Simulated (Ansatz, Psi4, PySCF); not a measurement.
H₃O (SMILES [OH3+]), charge +1, singlet, geometry from GFN2-xTB. Base run: PBE/def2-SVPD (PySCF).

Geometry (Å):
```xyz
4

O      0.0709     0.0029     0.0313
H     -0.0251     0.8050    -0.5298
H      0.0274    -0.8247    -0.4985
H     -0.5698    -0.0034     0.7777
```
Charge +1, spin multiplicity 1.
All else is at PySCF's defaults.

The same geometry, method and basis name were run in Ansatz (a program for electronic structure) and Psi4 and PySCF, at each program's defaults and at the settings that a row names. The base is PySCF at its defaults. Differences at the defaults can come from grids, fitting, cores and function types together.

```tsv
code and settings	ΔE vs base (mEh)	basis functions	E (Eh)	SCF cycles
PySCF, defaults (exact integrals, its default grid, spherical functions)	0.000	47	-76.56610	7
Psi4, defaults (density fitting with its default set, its default grid, spherical functions)	-0.053	47	-76.56616	6
Ansatz, defaults (factorised integrals, its default grid, spherical functions)	0.000	47	-76.56611	-
PySCF, density fitting with def2-universal-jkfit	-0.054	47	-76.56616	7
PySCF, fine grid	0.001	47	-76.56610	7
Psi4, exact integrals, spherical functions, fine grid	0.001	47	-76.56610	8
Ansatz, high accuracy	0.001	47	-76.56610	-
```
